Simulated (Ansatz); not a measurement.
`[TeH][SiH]1BC1` + `O[SiH2][SiH3]` → `O[SiH]([SiH3])[TeH]` + `B1C[SiH2]1` at 600 K and 1 bar (formal exchange of groups at a Te–Si bond).

Program: Ansatz. Geometries: PBE0-D4/def2-TZVP. ΔE: electronic, gas phase. CCSD(T)/CBS adds triple-zeta CCSD(T) − MP2 to the extrapolated MP2 energy (def2 sets, frozen cores). Elements past krypton have def2 core potentials. For Te outer-core shells are correlated without core-valence functions, which leaves a few kJ/mol of doubt a bond. Each species was taken in one conformer, which may not be the lowest.

```tsv
species	CCSD(T)/CBS energy (Eh)	H − E (kJ/mol)	S (J/(mol·K))
`[TeH][SiH]1BC1`	-622.60841	198.2	431.9
`O[SiH2][SiH3]`	-656.96789	201.2	404.3
`O[SiH]([SiH3])[TeH]`	-924.72516	214.4	492.0
`B1C[SiH2]1`	-354.85519	185.3	343.3
```

H − E and S are ideal-gas, rigid-rotor, harmonic terms from PBE0-D4/def2-TZVP, for one conformer and one mirror image of each species. 1 Eh = 2625.50 kJ/mol, R = 8.31446 J/(mol·K).

Task: By hand: ΔE, ΔH, ΔS and ΔG.

Result: ΔE = (-924.72516) + (-354.85519) − (-622.60841) − (-656.96789) = -0.00405 Eh = -10.6 kJ/mol. Δ(H − E) = 214.4 + 185.3 − 198.2 − 201.2 = 0.3, so ΔH = -10.3 kJ/mol. ΔS = 492.0 + 343.3 − 431.9 − 404.3 = -0.9 J/(mol·K). ΔG = -10.3 − 600 × (-0.9)/1000 = -9.8 kJ/mol.

Task: By hand: the equilibrium constant, and the temperature at which ΔG would vanish if ΔH and ΔS stayed fixed.

Result: log₁₀ K = −ΔG/(RT ln 10) = 0.9. ΔG = 0 at ΔH/ΔS = 11444 K, far beyond where these terms or the molecules hold.

The number of gas molecules stays the same, so ΔS is small and ΔH decides. A doubt of 5 kJ/mol in ΔE shifts log₁₀ K by 0.4 here. Other conformers and mirror images would add mixing entropy, several J/(mol·K) or more a flexible species. These are equilibria of isolated gas molecules and say nothing of rates. Largest T1 diagnostic: 0.014 (customary marks: 0.02 for closed shells, 0.045 for open ones).
